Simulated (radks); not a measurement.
Results of a calculation; reference values are marked as such.
Task: Pm XIX, configuration [Kr] 4d7. Level of theory: scalar-relativistic Kohn-Sham, PBEsol, spin-polarised, spherical densities, finite nucleus; open shells are filled with parallel spins first (spin-orbit coupling, left out, can overturn this in heavy ions); Fermi nuclear charge, rms radius 4.962 fm (a radial shooting solver on a logarithmic mesh with Libxc functionals). Some entries of the table are withheld. Estimate them.

orbital,occ.,eigenvalue (eV),<r> (bohr),<1/r> (bohr^-1)
1s up,1,-45444.30,0.02319,67.39
1s down,1,-45444.26,0.02319,67.39
2s up,1,-7763.656,0.09899,15.59
2s down,1,-7761.753,0.09898,15.59
2p up,3,-6982.363,0.08712,14.66
2p down,3,-6980.846,0.08711,14.67
3s up,1,-2035.827,0.2600,5.707
3s down,1,-2034.784,0.2599,5.708
3p up,3,-1790.495,0.2581,5.390
3p down,3,-1789.345,0.2580,5.391
3d up,5,-1455.285,0.2352,5.117
3d down,5,-1453.631,0.2352,5.117
4s up,1,-727.1339,0.5685,(1)
4s down,1,-722.1526,0.5686,(2)
4p up,3,-642.3896,0.5918,2.343
4p down,3,-637.4593,0.5923,2.342
4d up,5,-522.5467,0.6171,2.139
4d down,2,-517.6965,0.6180,2.136

Result: 
(1) 4s up <1/r> (bohr^-1): 2.505
(2) 4s down <1/r> (bohr^-1): 2.505
